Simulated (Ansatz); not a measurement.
CH₉NOSi₂ (`C[SiH2]N[SiH2]O`), relaxed with RKS PBE-D4/def2-SVP in the Gaussian-basis code of Ansatz from a rough embedded geometry. The force threshold is 0.03 eV/Å; the program also tests the step.

Total charge 0; spin multiplicity 1.

Start:

```xyz
14

C     1.802    0.897   -0.668
Si    0.042    1.202   -0.260
N    -0.944   -0.194   -0.403
Si   -0.771   -1.168    0.939
O    -1.704   -2.471    0.501
H     2.315    0.223    0.087
H     1.954    0.398   -1.642
H     2.329    1.835   -0.677
H    -0.547    2.104   -1.257
H    -0.176    1.806    1.043
H    -1.948    0.134   -0.488
H    -1.362   -0.513    2.124
H     0.618   -1.548    1.095
H    -1.608   -2.706   -0.394
```

| step | energy (eV) | largest force (eV/Å) | largest move (Å) |
| --- | --- | --- | --- |
| 1 | -20455.3743 | 2.443 | 0.000 |
| 2 | -20456.0434 | 0.966 | 0.188 |
| 3 | -20456.1690 | 0.432 | 0.200 |
| 4 | -20456.2288 | 0.190 | 0.200 |
| 5 | -20456.2424 | 0.439 | 0.194 |
| 6 | -20456.2549 | 0.272 | 0.065 |
| 7 (rejected) | -20456.2305 | 0.590 | 0.145 |
| 8 | -20456.2637 | 0.094 | 0.069 |
| 9 | -20456.2698 | 0.072 | 0.098 |
| 10 | -20456.2759 | 0.145 | 0.146 |
| 11 | -20456.2781 | 0.237 | 0.171 |
| 12 | -20456.2812 | 0.083 | 0.014 |
| 13 | -20456.2825 | 0.018 | 0.056 |
| 14 | -20456.2833 | 0.026 | 0.081 |
| 15 | -20456.2835 | 0.076 | 0.105 |
| 16 | -20456.2837 | 0.026 | 0.020 |

End:

```xyz
14

C     1.675    0.640   -0.824
Si    0.083    1.464   -0.239
N    -1.157    0.261    0.111
Si   -1.020   -1.205    1.049
O    -1.134   -2.618    0.141
H     2.089   -0.026   -0.039
H     1.498    0.035   -1.736
H     2.447    1.402   -1.056
H    -0.481    2.360   -1.312
H     0.407    2.327    0.958
H    -2.091    0.483   -0.249
H    -2.148   -1.344    2.024
H     0.311   -1.090    1.747
H    -0.479   -2.689   -0.576
```

Hardware: 4 threads of an Arm Neoverse V2 on a shared host. Wall time 25 s, peak host memory 0.17 GiB.
